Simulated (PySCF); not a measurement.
# Exercise with solution: dipole moment from atomic charges

GaF2Br, SMILES [F][Ga]([F])[Br]. Atoms are numbered in the order given.

```xyz
4

Ga     0.0000     0.0000    -0.7376
F      0.0000    -1.4720    -1.6531
F      0.0000     1.4720    -1.6531
Br     0.0000     0.0000     1.5035
```
Charge 0, spin multiplicity 1.

Geometry: PBE0-D3(BJ)/def2-SVP. The structure was generated by enumeration; whether it is a known compound was not checked.

Charges (e) from PBE/def2-TZVPD (PySCF):

| atom | ESP fit | IAO |
|---|---|---|
| Ga1 | 0.818 | 1.131 |
| F2 | -0.333 | -0.483 |
| F3 | -0.333 | -0.483 |
| Br4 | -0.151 | -0.166 |

The dipole moment of the full density is 1.40 D.

Task: What dipole moment does each set of point charges give, and which comes closer to that of the density?

Result: 
μ = Σ q r, and 1 e Å = 4.8032 D.
ESP fit: Σ q r = (0.000, 0.000, 0.271) e Å, |μ| = 1.30 D.
IAO: Σ q r = (0.000, 0.000, 0.513) e Å, |μ| = 2.46 D.
ESP fit comes closer in size. Point charges leave out the atoms' own dipoles (lone pairs, polarised bonds); fits to the potential absorb them, partitions of the density don't.
